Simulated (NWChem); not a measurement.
CH$_{5}$Si, doublet; SMILES C[SiH2]

```xyz
7

C     -0.0037    -1.2046     0.0000
Si    -0.0804     0.6776     0.0000
H     -0.5015    -1.6165     0.8908
H     -0.5015    -1.6165    -0.8908
H      1.0424    -1.5537     0.0000
H      0.5542     1.2641     1.2235
H      0.5542     1.2641    -1.2235
```
Atoms are numbered in this order, from 1.

Program: NWChem. Pople sets run with spherical d functions. Spin-unrestricted. In the optimisation the excess spin sits in a' (Cs, its own frame). Coordinates come from a PBE0/def2-SVP, spin-unrestricted optimisation. No stability test was run on the SCF state.

Task: Taking UHF/6-311++G** as the yardstick, which of these has the fewest basis functions while keeping “dipole (D)” within 0.05 D of it: UHF/3-21G; UHF/6-31+G*; UHF/6-31G*; UHF/6-311G**; UHF/STO-3G?

Result: UHF/3-21G.
```csv
level,basis functions,dipole (D)
UHF/STO-3G,19,0.65
UHF/3-21G,32,0.70
UHF/6-31G*,42,0.74
UHF/6-31+G*,50,0.75
UHF/6-311G**,74,0.75
UHF/6-311++G**,87,0.72
```

The yardstick is one finite set, not the basis-set limit.
